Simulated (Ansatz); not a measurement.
The same path of C2H9ClOSi2 (15 atoms, charge 0, multiplicity 1) was run twice with different band settings. Lost on the way: C4–O5, C4–H11. Made: O5–H11.

Theory: RHF/6-31G* in Ansatz 0.2.0.

Relaxed end points:

```xyz
15
Properties=species:S:1:pos:R:3
C -2.467 0.339 0.210
Si -0.674 0.832 0.429
Cl -0.240 0.897 2.461
C 0.486 -0.372 -0.462
O 0.084 -1.687 -0.076
Si 2.364 -0.137 -0.220
H -3.128 1.019 0.737
H -2.634 -0.664 0.588
H -2.737 0.352 -0.843
H -0.408 2.185 -0.090
H 0.266 -0.213 -1.523
H 0.495 -2.330 -0.637
H 2.753 -0.269 1.192
H 2.773 1.187 -0.735
H 3.046 -1.191 -1.004
```

```xyz
15
Properties=species:S:1:pos:R:3
C -2.408 0.426 -0.076
Si -0.675 0.965 0.409
Cl -0.575 0.570 2.484
C 0.661 0.213 -0.564
O 0.355 -1.755 -0.010
Si 2.497 0.071 -0.539
H -3.153 0.960 0.505
H -2.570 -0.636 0.088
H -2.580 0.634 -1.128
H -0.494 2.415 0.233
H 0.142 -1.964 0.893
H -0.262 -2.200 -0.579
H 3.103 -0.357 0.742
H 2.944 1.450 -0.844
H 2.995 -0.843 -1.585
```

Common settings: spring 5.0 eV/Å²; optimiser quadratic models (default); start path through a guess of the saddle point; force threshold 0.05 eV/Å; end points relaxed.

| run | movable images | climbing image | iteration limit |
| --- | --- | --- | --- |
| 1 | 9 | yes | 58 |
| 2 | 2 | no | 60 |

**Question.** What does each run give, and how far can it be trusted?

**Answer.** Run 1: converged after 30 iterations, highest image 3.750 eV above the first end. The profile has 2 maxima (images 4, 7) with wells between them (image 5): this band takes more than one step, which may be the mechanism or a detour left from its start path. Neighbouring images differ by up to 1.8 eV, so the band resolves the path poorly. A vibrational analysis at the climbing image gives one clearly imaginary mode, 1798i cm⁻¹: a first-order saddle point.
Run 2: converged after 12 iterations, highest image 3.042 eV above the first end. Neighbouring images differ by up to 3.0 eV, so the band resolves the path poorly. No image climbed, so the highest image needn't sit at the top of the path. So few images can step over the top or miss a turn of the path.
The orbitals stay closed-shell, which can raise the energy where a bond breaks towards radicals; this wasn't checked here.
